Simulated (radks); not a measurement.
Task: Species: Te+. Configuration: [Kr] 4d10 5s2 5p3. Method: scalar-relativistic Kohn-Sham, LDA (Slater exchange, Perdew-Wang correlation), spin-polarised, spherical densities, point nucleus; open shells are filled with parallel spins first (spin-orbit coupling, left out, can overturn this in heavy ions); computed with a radial shooting solver on a logarithmic mesh with Libxc functionals. Some entries of the table are withheld. Estimate them.

| orbital | occ. | eigenvalue (eV) | r(max) (bohr) | <r^2> (bohr^2) |
|---|---|---|---|---|
| 1s up | 1 | -31602.48 | 0.01795 | 0.001050 |
| 1s down | 1 | -31602.38 | 0.01795 | 0.001050 |
| 2s up | 1 | -4854.782 | 0.1015 | 0.01697 |
| 2s down | 1 | -4854.732 | 0.1015 | 0.01697 |
| 2p up | 3 | -4361.537 | 0.08124 | 0.01341 |
| 2p down | 3 | -4361.460 | 0.08124 | 0.01341 |
| 3s up | 1 | -972.7932 | 0.2930 | 0.1190 |
| 3s down | 1 | -972.7059 | 0.2930 | 0.1190 |
| 3p up | 3 | -812.4433 | 0.2865 | 0.1192 |
| 3p down | 3 | -812.3482 | 0.2865 | 0.1192 |
| 3d up | 5 | -569.2710 | 0.2376 | 0.1045 |
| 3d down | 5 | -569.1823 | 0.2376 | 0.1045 |
| 4s up | 1 | -172.9992 | 0.7006 | 0.6615 |
| 4s down | 1 | -172.8078 | 0.7006 | 0.6609 |
| 4p up | 3 | -123.2087 | 0.7375 | 0.7706 |
| 4p down | 3 | -122.9920 | 0.7375 | 0.7686 |
| 4d up | 5 | -50.7613 | 0.8109 | 1.118 |
| 4d down | 5 | -50.3815 | 0.8104 | 1.102 |
| 5s up | 1 | -24.4167 | 1.776 | 4.635 |
| 5s down | 1 | -22.5622 | 1.757 | 4.621 |
| 5p up | 3 | -14.5905 | 2.098 | 6.860 |
| 5p down | 0 | -12.6988 | 2.090 | 7.163 |
| 6s up | 0 | -5.0996 | 4.602 | 29.49 |
| 6s down | 0 | -4.6015 | 4.835 | 33.15 |
| 5d up | 0 | -4.1622 | 3.391 | 20.35 |
| 5d down | 0 | -3.1991 | 3.871 | 27.92 |
| 4f up | 0 | -0.9295 | (1) | 249.9 |
| 4f down | 0 | -0.9060 | (2) | 279.9 |

Result: 
(1) 4f up r(max) (bohr): 12.92
(2) 4f down r(max) (bohr): 13.82
